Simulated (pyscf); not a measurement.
# H₂B–CH₂–CH₃ (SMILES BCC), singlet

Gas-phase minimum from PySCF at ωB97X-D3(BJ)/def2-SVP, one conformer. H₂B–CH₂–CH₃ lies 15.0 kcal/mol over its isomer H₃C–BH–CH₃, and others may lie lower still (electronic energy, ωB97M-D3(BJ)). 

SMILES: BCC
```xyz
10

B     -0.8886    -0.2484     0.5527
C     -0.0737     0.4626    -0.5769
C     -0.2886    -0.0021    -2.0194
H     -0.8663     0.1928     1.6818
H     -1.5145    -1.2667     0.3435
H     -0.1807     1.5591    -0.4790
H      0.9800     0.2880    -0.2629
H     -1.3222     0.1926    -2.3487
H      0.3846     0.5084    -2.7270
H     -0.1173    -1.0862    -2.1169
```
Charge 0, spin multiplicity 1.

Bond lengths (Å): B1–C2 1.564, B1–H4 1.212, B1–H5 1.213, C2–C3 1.531, C2–H6 1.106, C2–H7 1.113, C3–H8 1.102, C3–H9 1.102, C3–H10 1.102. Angles (°): C2–B1–H4 119.8, C2–B1–H5 121.7, H4–B1–H5 118.4, B1–C2–C3 118.0, B1–C2–H6 109.7, B1–C2–H7 102.6, C3–C2–H6 111.8, C3–C2–H7 110.6, H6–C2–H7 102.8, C2–C3–H8 111.1, C2–C3–H9 112.3, C2–C3–H10 111.1, H8–C3–H9 107.4, H8–C3–H10 107.0 (the first ones only).

Properties at ωB97X-D3(BJ)/def2-SVP:

```
Item                                                                                                                                                                                                                                                        Result
---------------------------------------------------------------------------------------------------------------------  -------------------------------------------------------------------------------------------------------------------------------------------
Harmonic wavenumbers, unscaled                                                                                         74, 236, 323, 511, 793, 885, 912, 1022, 1093, 1116, 1230, 1255, 1349, 1395, 1424, 1483, 1489, 2564, 2651, 3010, 3061, 3086, 3149, 3154 cm⁻¹
Zero-point energy                                                                                                                                                                                                                                    53.3 kcal/mol
Rotational symmetry number                                                                                                                                                                                                                                       1
Entropy of this conformer at 298 K and 1 atm, rigid rotor and harmonic oscillator, modes under 100 cm⁻¹ raised to 100                                                                                                                              283.5 J/(mol K)
Dipole moment                                                                                                                                                                                                                                               0.65 D
```

Single-point totals, which compare only within one level (frozen core for MP2 and CC):

```csv
level,total energy (hartree)
ωB97X-D3(BJ)/def2-TZVP,-105.36046
PBE/def2-TZVP,-105.11353
r²SCAN/def2-TZVP,-105.20816
B3LYP-D3(BJ)/def2-TZVP,-105.30798
PBE0-D3(BJ)/def2-TZVP,-105.14587
M06-2X/def2-TZVP,-105.22502
ωB97M-D3(BJ)/def2-TZVP,-105.31149
HF/def2-TZVPP,-104.51251
MP2/def2-TZVPP,-104.97315
CCSD/def2-TZVPP,-105.01600
CCSD(T)/def2-TZVPP,-105.03357
```

Soft torsions are taken as harmonic, which can shift the entropy by several J/(mol K). The CCSD(T) − MP2 part came from Ansatz, without density fitting, on the same reference.
